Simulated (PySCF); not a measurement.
Geometry:
```json
{"atom": "Cu1", "x (Å)": "0.163", "y (Å)": "0.080", "z (Å)": "-0.922"}
{"atom": "P2", "x (Å)": "0.149", "y (Å)": "0.052", "z (Å)": "1.270"}
{"atom": "H3", "x (Å)": "-0.859", "y (Å)": "0.753", "z (Å)": "1.982"}
{"atom": "H4", "x (Å)": "1.272", "y (Å)": "0.569", "z (Å)": "1.967"}
{"atom": "H5", "x (Å)": "0.046", "y (Å)": "-1.183", "z (Å)": "1.962"}
{"atom": "S6", "x (Å)": "0.237", "y (Å)": "0.124", "z (Å)": "-3.069"}
{"atom": "H7", "x (Å)": "-1.008", "y (Å)": "-0.395", "z (Å)": "-3.190"}
```

Theory: structure optimised with PBE0-D3(BJ)/def2-SVP, NMR shieldings at B3LYP/pcSseg-1 (pcSseg-2 on Cu)/GIAO, in PySCF (averaged over atoms made equivalent by symmetry, fast rotation or ring inversion, non-relativistic Hamiltonian, a single conformation, isolated molecule).

References, each an isolated molecule treated in the same way: ¹H (σ = 31.38 ppm) vs TMS; H3PO4 for ³¹P (σ = 297.42 ppm); CS2 for ³³S (σ = 485.41 ppm).

```json
{"atoms": "P2", "nucleus": "³¹P", "count": "1", "δ (ppm)": "?"}
{"atoms": "H7", "nucleus": "¹H", "count": "1", "δ (ppm)": "-0.93"}
{"atoms": "S6", "nucleus": "³³S", "count": "1", "δ (ppm)": "-264"}
{"atoms": "H3/H4/H5", "nucleus": "¹H", "count": "3", "δ (ppm)": "?"}
```

Question: Estimate the values marked ?.

Answer: 
- H3/H4/H5: 3.41 ppm, hydrogen on a phosphorus bonded to Cu
- P2: -226.8 ppm, phosphorus bonded to Cu, 3 H

OH and NH positions are those of a molecule without intermolecular hydrogen bonds; in solution they move with solvent, concentration and temperature, and exchange usually removes their couplings. Experimental scales use liquid or dissolved standards, which lie at an offset from isolated H3PO4.
